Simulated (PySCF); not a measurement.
FIn, charge +1, doublet (typed; the unrestricted solution is spin-contaminated), at a GFN2-xTB geometry (such geometries of metal compounds can be far from the true shape) (a state made from the parent by changing its charge; the spin is typed, not shown lowest) (all electrons, no relativity). Base run: HF/STO-3G (PySCF).

Here is a job for PySCF.
```python
from pyscf import gto, scf

mol = gto.Mole()
mol.atom = '''
    In   -0.000000   -0.000000   -0.354956
    F     0.000000    0.000000    1.932536
'''
mol.basis = 'sto-3g'
mol.charge = 1
mol.spin = 1
mol.verbose = 4
mol.build()

mf = scf.UHF(mol)
mf.kernel()
```

Variants of this job, named by their change:

```csv
change,E (Eh),HOMO (eV),<S^2>,core-seconds (rough),outcome
base,-5780.72175,-13.52,0.892,0.5,converged
functional = bhandhlyp,-5783.13776,-12.58,0.807,2,converged
functional = revpbe,-5782.61349,-9.49,0.759,5,converged
functional = b97-1,-5782.72597,-11.36,0.770,3,converged
functional = o3lyp,-5784.48765,-10.29,0.769,7,converged
functional = scan,-5783.43371,-10.10,0.779,6,converged
functional = blyp,-5782.80629,-9.61,0.757,5,converged
functional = tpss,-,-,-,-,not converged
functional = m06,-5782.84032,-11.47,0.773,3,converged
functional = pw6b95,-5785.02320,-11.91,0.779,3,converged
functional = mn12l,-5776.93332,-9.95,0.760,3,converged
functional = b3lyp; dispersion = d4,-5782.95347,-11.38,0.775,3,converged
functional = pbe0,-5782.61735,-11.69,0.785,3,converged
```

Total energies compare only within one method and basis.

Open shells are given as the SCF converged; they aren't shown to be the lowest states, and a large step between rows can be another state.
